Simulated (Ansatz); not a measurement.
Species: C2H8NSi, SMILES `CN(C)[SiH2]` (C–N–Si–H torsion 40°) (charge 0, multiplicity 2), formula C2H8NSi.

How many basis functions does frozen-core CCSD(T)/def2-TZVPP // PBE0-D4/def2-TZVP (Ansatz, an electronic-structure program) use, how many core orbitals are frozen, and how many electrons are correlated?

247 basis functions and 8 frozen orbitals, which leaves 25 correlated electrons. Core time is of the order of minutes.
